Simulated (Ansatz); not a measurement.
Consider the formal exchange of groups at the Si–Si bond: `[SiH3][SiH2]S` + `C=C[SiH3]` → `C=C[SiH2][SiH2]S` + SiH₄.

Program: Ansatz. Geometries: PBE0-D4/def2-TZVP. ΔE: electronic, gas phase. CBS: MP2 limit from def2 TZ/QZ plus the TZ coupled-cluster correction, frozen cores. This one scheme is used for every species. Functionals use def2-TZVPP. Each species was taken in one conformer, which may not be the lowest.

```csv
level,ΔE (eV)
B2PLYP,-0.02
MP2/CBS(def2),-0.08
```

(1) What does CCSD(T)/CBS give? (Estimate.)

Largest T1 diagnostic among the species: 0.012.

Results:

(1) Ansatz gave: -0.05 eV. The listed levels differ from it by 0.03, -0.03 eV.

The D4 term adds −0.07 eV with B3LYP and −0.05 eV with PBE0; it sums over pairs of atoms, weighted by their polarisabilities, and B3LYP, whose exchange is more repulsive, gets the larger term. In def2-TZVPP, CCSD(T) changes the Hartree–Fock value by −0.10 eV (the triples alone add −0.02 eV) and MP2 by −0.13 eV.

B3LYP here is the variant with VWN-RPA as its local correlation; programs differ in this.
